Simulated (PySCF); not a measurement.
A search over the determinants of HgH⁺

Unrestricted PBE0; basis Hg def2-SVPD with ECP60, H def2-SVPD; scalar-relativistic core potentials; PySCF 2.14. Outer shells of the fragments: Hg+ 5d10 6s1; H 1s1.

Followed along the bond (rough minima from three points):

```
2Ms+1  unpaired  ⟨S²⟩ at the start  R at minimum (Å)  Te (eV)
    1      none               0.00              1.61     0.00
    3      σ ↑↑               2.00  none in the scan   ≤ 3.17
```

Solutions found at the starting distance of 1.795 Å, counted from the lowest of them; the search is not exhaustive and high or unbound solutions are not listed, so other states can lie among these:

```csv
2Ms+1,unpaired,term,E (eV),⟨S²⟩,⟨Lz²⟩,μ (D)
1,none,¹Σ⁺,0.00,0.00,0.00,0.03
3,σ ↑↑,³Σ⁺,3.26,2.00,0.00,1.54
3,"σ ↑, π ↑",³Π,7.66,2.01,1.00,0.43
3,"σ ↑, δ ↑",³Δ,7.69,2.01,4.00,0.43
3,"σ ↑, π ↑",³Π,7.97,2.02,1.02,1.41
```

A term symbol is given only where ⟨S²⟩ and ⟨Lz²⟩ are close to those of a pure state; real π, δ and φ orbitals otherwise mix terms. A positive dipole points towards H; it is taken about the centre of mass and depends on that origin.

Spin–orbit coupling is left out. Counting both spins, an empty level lies below a filled one in some of these solutions, because spin and occupation are held.
